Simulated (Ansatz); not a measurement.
Reaction (redistribution): `[F][Hf]([F])([Cl])[Br]` + `B[Si](O)(F)F` → `[OH][Hf]([F])([Cl])[Br]` + `B[Si](F)(F)F`

Isolated molecules relaxed with PBE0-D4/def2-TZVP in Ansatz; ΔE leaves out vibrations. CCSD(T)/CBS is the MP2 limit (def2-TZVPP, def2-QZVPP) plus CCSD(T) − MP2 in def2-TZVPP, frozen cores. Functionals use def2-TZVPP. Elements past krypton have def2 core potentials. For Br, Hf outer-core shells are correlated without core-valence functions, which leaves a few kJ/mol of doubt a bond. Scalar relativity is left out up to krypton. Each species was taken in one conformer, which may not be the lowest.

| level | ΔE (kJ/mol) | difference from CCSD(T)/CBS |
| --- | --- | --- |
| PBE-D4 | 7.8 | 11.0 |
| r2SCANh-D4 | 3.0 | 6.2 |
| ωB97X-V | 2.7 | 5.9 |
| PBE-QIDH | -0.7 | 2.5 |
| r2SCAN | 4.4 | 7.6 |
| r2SCANh | 3.1 | 6.3 |
| r2SCAN0 | 1.3 | 4.5 |
| BHLYP | -1.0 | 2.2 |
| CAM-B3LYP | 1.1 | 4.3 |
| LC-ωPBE | 4.2 | 7.4 |
| HF/def2-SVP | -1.5 | 1.7 |
| MP2/def2-TZVPP | -5.1 | -1.9 |
| SCS-MP2/def2-TZVPP | -4.6 | -1.4 |
| CCSD/def2-TZVPP | -3.9 | -0.7 |
| CCSD(T)/def2-TZVPP | -2.9 | 0.3 |
| SCS-MP2/def2-QZVPP | -4.8 | -1.6 |
| CCSD(T)/CBS | -3.2 | 0 |

Largest T1 diagnostic among the species: 0.014.

From r2SCAN to r2SCAN0 (25 % exact exchange), in def2-TZVPP and without D4, ΔE moves by −3.1 kJ/mol. At CCSD(T), def2-SVP lies +3.3 kJ/mol from the extrapolated value and def2-TZVPP +0.3 kJ/mol. Leaving LDA and LC-ωPBE aside and taking each functional with its dispersion term where it has one, the values, not all of them listed here, spread over 11.8 kJ/mol, from BHLYP-D4 to revPBE-D4. LDA lies −3.9 kJ/mol from PBE without D4.
